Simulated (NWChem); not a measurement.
Program: NWChem. System: BCl₂, charge 0, spin multiplicity 2, at a geometry optimised with UPBE/def2-SVP. The structure started from a generated list of species. Its SCF solution wasn't tested for a lower state. Level: UMP2/def2-TZVP, 11 core orbitals frozen.

Input file:

```
start mol
memory heap 200 mb stack 900 mb global 1100 mb
geometry units angstroms nocenter noautoz
  Cl     1.540206     0.000000     0.103474
  B      0.000000     0.000000    -0.703622
  Cl    -1.540206     0.000000     0.103474
  symmetry group C2v
end
basis spherical
  * library def2-tzvp
end
scf
  uhf
  nopen 1
  maxiter 100
  thresh 1e-7
  semidirect memsize 60000000 filesize 0
  # guess.movecs holds the orbitals of an unrestricted PBE0 run
  vectors input guess.movecs output mol.movecs
end
mp2
  freeze core 11
end
task mp2 energy
```

Output (cleaned and shortened):

```
             Northwest Computational Chemistry Package (NWChem) 7.3.0
             --------------------------------------------------------

                                NWChem Input Module
                                -------------------

 Scaling coordinates for geometry "geometry" by  1.889725989
 (inverse scale =  0.529177249)

 Turning off AUTOSYM since
 SYMMETRY directive was detected!

                             Geometry "geometry" -> ""
                             -------------------------

 Output coordinates in angstroms (scale by  1.889725989 to convert to a.u.)

  No.       Tag          Charge          X              Y              Z
 ---- ---------------- ---------- -------------- -------------- --------------
    1 Cl                  17.0000     1.54020600     0.00000000     0.10347400
    2 B                    5.0000     0.00000000     0.00000000    -0.70362200
    3 Cl                  17.0000    -1.54020600     0.00000000     0.10347400

 Effective nuclear repulsion energy (a.u.)     101.3817622067

            Nuclear Dipole moment (a.u.)
            ----------------------------
        X                 Y               Z
 ---------------- ---------------- ----------------
     0.0000000000     0.0000000000     0.0000113384

      Symmetry information
      --------------------

 Group name             C2v
 Group number             16
 Group order               4
 No. of unique centers     2

      Symmetry unique atoms

     1    2


 Summary of "ao basis" -> "" (spherical)
 ------------------------------------------------------------------------------
       Tag                 Description            Shells   Functions and Types
 ---------------- ------------------------------  ------  ---------------------
 *                         def2-tzvp                  on all atoms

 Summary of "ao basis" -> "ao basis" (spherical)
 ------------------------------------------------------------------------------
       Tag                 Description            Shells   Functions and Types
 ---------------- ------------------------------  ------  ---------------------
[...]
  AO/Fock/Back tols     =   1.0D-09  1.0D-09  1.0D-09

 GA uses MA = F    GA memory limited = T

 Available:
  local mem=  1.26D+08
 global mem=  1.44D+08
 local disk=  0.00D+00
  mp2_memr nvloc                    85
  nvloc new                    85
   1 passes of   9:        5242880                      60725                  13986298.
   1 passes of   9: M    126149691           G      144157150           F     120906811.

 Semi-direct pass number   1 of   1  for UHF alpha       at        3.0s
  vrange nnbf                  5370
  mp2_eaftype                    53  avail_ma_in_mb                  1099
 EAF : mp2_eaftype filesize          53    6993149.
  mp2_eaf for mointskh                     53
Node 0 wrote     32.9 Mb in      0.1 s     Agg I/O rate:   639.9 Mb/s
 Done moints_semi at        7.6s
  mp2_eaftype                    53  avail_ma_in_mb                  1046
 EAF : mp2_eaftype filesize          53    6993149.
  mp2_eaf for kh                    53
 Done maket at        7.9s
 Done multipass loop at        7.9s

 GA uses MA = F    GA memory limited = T

 Available:
  local mem=  1.26D+08
 global mem=  1.44D+08
 local disk=  0.00D+00
  mp2_memr nvloc                    86
  nvloc new                    86
   1 passes of   8:        5242880                      56877                  12580432.
   1 passes of   8: M    126149691           G      144157150           F     120906811.

 Semi-direct pass number   1 of   1  for UHF beta        at        7.9s
  vrange nnbf                  5370
  mp2_eaftype                    47  avail_ma_in_mb                  1099
 EAF : mp2_eaftype filesize          47    6290216.
  mp2_eaf for mointskh                     47
Node 0 wrote     29.6 Mb in      0.1 s     Agg I/O rate:   547.7 Mb/s
 Done moints_semi at       12.4s
  mp2_eaftype                    47  avail_ma_in_mb                  1052
 EAF : mp2_eaftype filesize          47    6290216.
  mp2_eaf for kh                    47
 Done maket at       12.7s
 Done multipass loop at       12.7s

          -------------------------------------------
          SCF energy                -943.735001069789
          Correlation energy          -0.439945792421
          Singlet pairs                0.000000000000
          Triplet pairs                0.000000000000
          Total MP2 energy          -944.174946862210
          -------------------------------------------

          ---------------------------------------------------
                    Spin Component Scaled (SCS) MP2
          Same spin pairs                     -0.114077321447
          Same spin scaling factor             0.333333333333
          Opposite spin pairs                 -0.325868470973
          Opposite spin scaling fact.          1.200000000000
          SCS-MP2 correlation energy          -0.429067938984
          Total SCS-MP2 energy              -944.164069008773
          ---------------------------------------------------

 -----------------------
 Performance information
 -----------------------

 Timer overhead =  1.37D-07 seconds/call

               Nr. of calls         CPU time (s)                 Wall time (s)                GFlops
             ---------------    -------------------     ------------------------------   -------------------
Name         Min   Avg   Max    Min     Avg     Max     Min     Avg     Max   Mx/calls   Min     Max     Sum
mp2: moin     2     2     2    9.2     9.2     9.2      9.2     9.2     9.2     4.6      0.0     0.0     0.0
mp2: make     2     2     2   0.46    0.46    0.46     0.46    0.46    0.46    0.23      0.0     0.0     0.0
mp2: tota     1     1     1    9.8     9.8     9.8      9.8     9.8     9.8     9.8      0.0     0.0     0.0

 The average no. of pstat calls per process was 5.00D+00
 with a timing overhead of 6.85D-07s

 Task  times  cpu:       12.7s     wall:       12.7s

 Total times  cpu:       12.7s     wall:       12.7s
```
